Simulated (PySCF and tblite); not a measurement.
Results of a calculation; reference values are marked as such.
System: 2,6-difluorophenol, C6H4F2O, numbered as in [OH:1][c:2]1[c:3]([F:4])[cH:5][cH:6][cH:7][c:8]1[F:9].

Level: PBE0/pcSseg-1 + D3(BJ), IEF-PCM acetone on GFN2-xTB stationary points, with GFN2-xTB thermal terms. Rate constants are transition-state-theory values, counting equivalent paths, without tunnelling. Run with tblite and PySCF.

Q: Estimate the barrier and the room-temperature rate of the rotation about the C2–O1 bond (torsion C3–C2–O1–H from 0° to 180°, rising).

A: The electronic barrier is 3.2 kcal/mol and ΔG‡(298 K) 2.5 kcal/mol, over a Cs saddle with an imaginary mode of 456i cm⁻¹ (GFN2-xTB). With 2 equivalent paths, k is 1.8×10¹¹ s⁻¹, a mean lifetime of the start of 5.5 ps against this motion.
